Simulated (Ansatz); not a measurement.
`C[SiH2]C(O)(F)F`, charge 0, multiplicity 1.

Question: Give a relaxed structure at PBE0-D4/def2-TZVP (Ansatz 0.2.0). (An estimate is asked.)

Answer: Computed: 
Z-matrix (Å, degrees):
```
C
Si 1 1.861
H 1 1.092 2 110.4
H 1 1.092 2 110.5 3 -119.8
H 1 1.092 2 110.8 3 120.1
C 2 1.929 1 108.7 3 60.3
H 2 1.484 1 112.6 3 -57.8
H 2 1.484 1 112.6 3 177.3
F 6 1.370 2 111.5 1 177.6
O 6 1.354 2 111.2 1 -59.5
F 6 1.375 2 110.4 1 62.3
H 10 0.968 6 108.9 2 179.7
```
This is one stationary point; other conformers may exist.
